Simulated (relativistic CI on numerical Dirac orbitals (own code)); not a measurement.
Rh+: 3p photoemission

Computed with this model: Dirac-Coulomb-Breit CI, KLI orbitals optimised for each configuration, model QED (radiative potential, 1s self-energy scaled to tabulated hydrogen-like ionisation energies), valence Slater integrals scaled by 0.7, multiplet model of photoemission in the sudden approximation; configurations [Kr] 4d8 → [Ne] 3s2 3p5 3d10 4s2 4p6 4d8; 300 K; Lorentzian 2 eV and Gaussian 0.6 eV FWHM. Energies are those of the free ion, without screening or charge transfer. The energies are binding energies and can lie tens of eV above those of solids. S is read from ⟨S²⟩ = S(S + 1).

Computed curve for free ion, scaled to 100 at the maximum (points under 2 are left out and the grid is thinned):

Energy (eV), Intensity and a bar:
```
    508.4        2.0 
    509.0        2.4 
    509.8        3.0 
    510.4        3.6 #
    511.0        4.5 #
    511.8        6.4 #
    512.4        8.6 ##
    513.2       13.9 ####
    513.8       21.5 ######
    514.4       36.2 ##########
    515.2       75.5 #######################
    515.8      100.0 ##############################
    516.4       83.4 #########################
    517.2       44.7 #############
    517.8       27.6 ########
    518.4       17.5 #####
    519.2       10.3 ###
    519.8        7.4 ##
    520.4        5.6 #
    521.2        4.1 #
    521.8        3.4 
    522.6        2.6 
    523.2        2.3 
    535.6        2.0 
    536.4        2.6 
    537.0        3.3 
    537.6        4.3 #
    538.4        6.7 #
    539.0       10.1 ##
    539.6       16.7 ####
    540.4       35.3 ##########
    541.0       51.4 ###############
    541.6       46.4 ##############
    542.4       23.4 #######
    543.0       13.6 ####
    543.8        7.4 ##
    544.4        5.1 #
    545.0        3.8 #
    545.8        2.6 
    546.4        2.1
```

The ground state has S = 1.00, and the centroid lies at 524.35 eV.
